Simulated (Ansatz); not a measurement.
Cost and result for the atomization energy of `OC(=S)[O][GeH3]` (9 atoms, 8 bonds).

```xyz
9

O    -0.587    0.087    1.334
C    -0.614    1.066    0.415
S    -1.323    2.515    0.678
O    -0.015    0.713   -0.685
Ge    0.760   -0.934   -0.903
H    -1.048    0.424    2.114
H    -0.336   -1.991   -0.767
H     1.295   -0.806   -2.328
H     1.868   -1.074    0.142
```

Total charge 0; spin multiplicity 1. Correlated methods include outer-core shells of Ge, which these sets cover unevenly. Scalar relativity is left out up to krypton. Geometry: relaxed with PBE0-D4/def2-TZVP. It is one conformer, not always the lowest. Program: Ansatz. All runs use 4 threads of an Arm Neoverse V1 on a shared host. Times are those of one run each, without the atoms' runs, and a repeat can differ threefold. Electronic energies, without spin–orbit coupling; frozen cores. CCSD(T)/CBS adds CCSD(T) − MP2 in def2-TZVPP to the MP2 limit, and its time is that of the two runs behind it. T1 = 0.015. With those shells the extrapolation isn't a true limit. B3LYP takes the VWN-RPA correlation (the form of Gaussian; ORCA's B3LYP/G).

CCSD(T)/CBS is a level of theory with its own doubt, some kJ/mol a heavy atom from the limit and from the frozen cores, so smaller differences don't rank the functionals.

```csv
level,functions,wall time,atomization (kcal/mol),difference from CCSD(T)/CBS,per bond
PBE-D4/def2-TZVPP (with forces),239,2.6 s,771.0,21.9,2.7
PBE0-D4/def2-TZVPP,239,3.5 s,746.1,-3.0,-0.4
B3LYP-D4/def2-TZVPP (with forces),239,4.9 s,743.2,-5.9,-0.7
r2SCAN-D4/def2-TZVPP (with forces),239,5 s,754.7,5.6,0.7
B2PLYP/def2-TZVPP,239,6.5 s,737.2,-11.9,-1.5
ωB97X-V/def2-TZVPP,239,8.5 s,752.6,3.5,0.4
ωB97M-V/def2-TZVPP (with forces),239,12 s,749.5,0.4,0.1
MP2/def2-QZVPP,450,24 s,760.4,11.3,1.4
CCSD(T)/def2-TZVPP,239,3.4 min,727.3,-21.8,-2.7
CCSD(T)/CBS(def2),–,3.8 min,749.1,0.0,0.0
```

In def2-TZVPP, CCSD(T) changes the Hartree–Fock value by +234.2 kcal/mol (the triples alone add +17.7 kcal/mol) and MP2 by +254.5 kcal/mol; breaking electron pairs costs correlation energy, which Hartree–Fock lacks. From PBE to PBE0 (25 % exact exchange), in def2-TZVPP and without D4, the atomization energy moves by −24.1 kcal/mol: exact exchange takes away binding that semilocal exchange gives to molecules. The D4 term adds +8.1 kcal/mol with B3LYP and +4.2 kcal/mol with PBE0; it sums over pairs of atoms, weighted by their polarisabilities, and B3LYP, whose exchange is more repulsive, gets the larger term.
